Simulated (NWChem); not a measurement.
# cyclopentanone (C5H8O); SMILES O=C1CCCC1

```xyz
14

O      0.0000     0.0000     2.1429
C      0.0000     0.0000     0.9317
C      0.1268     1.2382     0.0329
C     -0.2255     0.7403    -1.3790
C      0.2255    -0.7403    -1.3790
C     -0.1268    -1.2382     0.0329
H     -0.4901     2.0598     0.4089
H      1.1727     1.5737     0.0842
H      0.2484     1.3256    -2.1726
H     -1.3105     0.7961    -1.5345
H      1.3105    -0.7961    -1.5345
H     -0.2484    -1.3256    -2.1726
H     -1.1727    -1.5737     0.0842
H      0.4901    -2.0598     0.4089
```
Atoms are numbered in this order, from 1.

Results from NWChem. Pople sets run with spherical d functions. All runs use the structure optimised with B3LYP/6-31G* (spherical d). Atomic charges in e: unrestrained fits to the electrostatic potential beside Mulliken populations; buried atoms are poorly determined by the fit.

For level B3LYP/def2-SVP:

| Item | Result |
|---|---|
| Mulliken O1 | -0.19 |
| Mulliken C2 | -0.05 |
| Mulliken C3 | 0.05 |
| Mulliken C4 | -0.01 |
| Mulliken C5 | -0.01 |

Q: What are these values for level Hartree-Fock/6-31G*?

A: 
- Mulliken O1: -0.55
- Mulliken C2: 0.56
- Mulliken C3: -0.43
- Mulliken C4: -0.35
- Mulliken C5: -0.35
